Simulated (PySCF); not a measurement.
ethylmethylamine (C3H9N), SMILES CCNC.

Geometry optimised at B3LYP-D3(BJ)/def2-SVP. Other conformers were not sampled.

The numbers are results of TDA-PBE/def2-SVPD (PySCF 2.14.0), not measurements.

Vertical excitations. Gas-phase values at a fixed geometry.

Problem. List the lowest excited states. (Estimate from the structure and the level; the computed values follow.)

Solution. 
```csv
state,energy (eV),λ (nm),f,main pairs
S1,5.13,242,0.007,HOMO→LUMO 100 %
S2,5.62,221,0.019,HOMO→LUMO+1 100 %
S3,6.01,206,0.024,HOMO→LUMO+2 99 %
S4,6.52,190,0.029,HOMO→LUMO+3 99 %
S5,6.93,179,0.087,HOMO→LUMO+4 99 %
S6,7.18,173,0.008,HOMO→LUMO+5 99 %
S7,7.68,162,0.004,HOMO→LUMO+6 98 %
S8,7.82,158,0.029,HOMO→LUMO+7 90 %
S9,7.91,157,0.070,HOMO→LUMO+8 87 %
S10,8.15,152,0.003,HOMO→LUMO+9 89 %
T1,4.95,250,0,HOMO→LUMO 99 %
T2,5.55,223,0,HOMO→LUMO+1 100 %
T3,5.83,213,0,HOMO→LUMO+2 99 %
T4,6.35,195,0,HOMO→LUMO+3 99 %
```
Triplets are in the Tamm–Dancoff approximation.
